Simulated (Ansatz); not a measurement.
One change: `[F][Ge]([SH])([SH])[SH]` becomes `[SH][Ge]([SH])([SH])[Cl]`.

Ansatz, PBE0-D4/def2-TZVP geometries, multiplicity 1. Each molecule was computed in one conformer, which needn't be the lowest.

Scalar relativity is left out up to krypton.

| property | `[F][Ge]([SH])([SH])[SH]` |
| --- | --- |
| HOMO–LUMO gap (B3LYP/def2-TZVPP) / eV | 5.90 |
| HOMO–LUMO gap (PBE0/def2-TZVPP) / eV | 6.44 |
| size of the dipole moment (ωB97M-V/def2-TZVPP) / D | 1.95 |
| size of the dipole moment (B3LYP/def2-TZVPP) / D | 1.95 |
| HOMO–LUMO gap (ωB97M-V/def2-TZVPP) / eV | 10.59 |
| zero-point energy (PBE0-D4/def2-TZVP) / kJ/mol | 81.6 |

Give the same properties after the change, and the shifts. (An estimate is asked.)

Computed: 
| property | `[SH][Ge]([SH])([SH])[Cl]` | shift |
| --- | --- | --- |
| HOMO–LUMO gap (B3LYP/def2-TZVPP) / eV | 5.58 | -0.32 |
| HOMO–LUMO gap (PBE0/def2-TZVPP) / eV | 6.12 | -0.32 |
| size of the dipole moment (ωB97M-V/def2-TZVPP) / D | 1.49 | -0.46 |
| size of the dipole moment (B3LYP/def2-TZVPP) / D | 1.48 | -0.47 |
| HOMO–LUMO gap (ωB97M-V/def2-TZVPP) / eV | 10.26 | -0.33 |
| zero-point energy (PBE0-D4/def2-TZVP) / kJ/mol | 79.3 | -2.3 |

With PBE0 the HOMO rises by 0.09 eV and the LUMO falls by 0.23 eV, so the gap narrows by about 0.32 eV. PBE moves the HOMO by 0.08 eV and ωB97M-V by 0.09 eV. Dipoles are sizes alone; their direction can turn.

B3LYP here is the variant with VWN-RPA as its local correlation; programs differ in this.
